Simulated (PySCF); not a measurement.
# How methods differ on the ionisation energy of Si+

Si+ [Ne] 3s2 3p1 (2P) → Si(2+) [Ne] 3s2 (1S), as a difference of total energies. Computed with PySCF 2.14 in dyall-av3z, with the spin-free X2C one-electron Hamiltonian (Gaussian nucleus). Correlated levels: valence: [Ne] frozen; virtual orbitals above 40 to 60 times the deepest correlated orbital energy dropped. The calculations carry no spin-orbit coupling.

```
           method  ionisation energy (eV)
              UHF                  15.831
              LDA                  16.356
              PBE                  16.396
             PBE0                  16.421
           r2SCAN                  16.519
            TPSSh                  16.509
          LC-wPBE                  16.562
    MP2 (valence)                  16.097
SCS-MP2 (valence)                  16.085
```

**Question.** Estimate what B2PLYP gives.

**Answer.** 16.232 eV, closest to LDA among the rows shown.

**Question.** Estimate what HSE06 gives.

**Answer.** 16.414 eV, closest to PBE0 among the rows shown.

Errors of the correlated levels include the incompleteness of this basis and the frozen core.

For comparison: 16.322 eV (measured; NIST levels, between the centres of gravity of the two terms).
